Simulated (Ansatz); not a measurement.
Program: Ansatz. Geometries: PBE0-D4/def2-TZVP. ΔE: electronic, gas phase. CBS: MP2 limit from def2 TZ/QZ plus the TZ coupled-cluster correction, frozen cores. DFT in def2-TZVPP. HSE06 is defined as in plane-wave codes. For Se outer-core shells are correlated without core-valence functions, which leaves a few kJ/mol of doubt a bond. Scalar relativity is left out up to krypton. One conformer a species, not always the lowest.

Consider the formal exchange of groups at the Al–B bond: `[OH][AlH][BH][SeH]` + `CCC` → `C[CH](C)[AlH][OH]` + `B[SeH]`.

`[OH][AlH][BH][SeH]`:

Cartesian coordinates in Å:
```
O 1.085 -0.713 -1.103
Al -0.304 -1.007 -0.156
B -0.877 0.704 0.940
Se 0.183 2.265 0.735
H 1.487 -1.374 -1.665
H -0.950 -2.460 -0.225
H -1.788 0.863 1.698
H 1.164 1.721 -0.223
```

`CCC`:

Cartesian coordinates in Å:
```
C -0.053 0.788 1.014
C 0.316 -0.468 0.243
C -0.181 -0.442 -1.193
H -1.138 0.923 1.050
H 0.372 1.678 0.541
H 0.312 0.752 2.043
H 1.403 -0.596 0.251
H -0.095 -1.345 0.755
H 0.093 -1.352 -1.732
H 0.241 0.408 -1.739
H -1.270 -0.347 -1.231
```

`C[CH](C)[AlH][OH]`:

Cartesian coordinates in Å:
```
C -0.452 1.403 -0.864
C 0.314 0.434 0.038
C -0.275 0.392 1.447
Al 0.509 -1.338 -0.777
O 0.537 -2.682 0.266
H -1.500 1.105 -0.975
H -0.025 1.464 -1.869
H -0.454 2.418 -0.447
H 1.346 0.811 0.120
H -1.313 0.045 1.435
H 0.278 -0.280 2.106
H -0.277 1.388 1.907
H 0.663 -1.581 -2.342
H 0.648 -3.578 -0.046
```

`B[SeH]`:

Z-matrix (Å, degrees):
```
B
Se 1 1.899
H 1 1.189 2 121.0
H 1 1.191 2 115.7 3 180.0
H 2 1.470 1 97.7 3 0.0
```

Task: Is it downhill or uphill in electronic energy at CCSD(T)/CBS, and by how much? (An estimate is asked.)

Result: Ansatz gave: Uphill: ΔE = +11.1 kJ/mol.

Task: What do these levels give: PBE-D4, CAM-B3LYP-D4, HSE06, LC-ωPBE, MP2/def2-TZVPP, CCSD/CBS(def2)? (Estimate.)

Result: The calculation gave: PBE-D4 15.5, CAM-B3LYP-D4 7.5, HSE06 15.7, LC-ωPBE 11.4, MP2/def2-TZVPP 5.2, CCSD/CBS(def2) 10.6 kJ/mol.

Largest T1 diagnostic among the species: 0.014.

Leaving LDA and LC-ωPBE aside and taking each functional with its dispersion term where it has one, the values, not all of them listed here, spread over 10.4 kJ/mol, from ωB97M-V to PBE-D4. At CCSD(T), def2-SVP lies +3.6 kJ/mol from the extrapolated value and def2-TZVPP +0.2 kJ/mol.
